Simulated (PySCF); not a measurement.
Question: What does the PBE0-D3(BJ)/def2-SVP structure of `C=C=C[Si](Cl)(Cl)Cl` look like in three dimensions?

Answer: 
```
atom  x, y, z in Å
C1     1.8227   -0.6337   -0.6519
C2     0.8205   -0.3518    0.1351
C3    -0.2176   -0.0787    0.8873
Si4   -1.9268   -0.0980    0.2042
Cl5   -2.7383    1.7850    0.2381
Cl6   -1.9275   -0.7791   -1.7225
Cl7   -3.1219   -1.3086    1.3480
H8     2.1736   -1.6639   -0.7662
H9     2.3321    0.1525   -1.2174
H10   -0.0822    0.1700    1.9480
```

Orientation and origin are arbitrary. Atoms count from 1 in this order. Si4 (chlorine-bound silicon) is tetrahedral (angles from 107.6° to 110.7°).

Bonds between heavy atoms (Å): C1=C2 1.305, C2=C3 1.311, C3–Si4 1.841, Si4–Cl5 2.051, Si4–Cl6 2.043, Si4–Cl7 2.050.

Computed, not measured: PBE0-D3(BJ)/def2-SVP geometry optimisation, gas phase (PySCF).

Point group: near Cs, missed by 0.23 Å at most; the miss may be what the optimiser left on a soft mode. No frequency check.
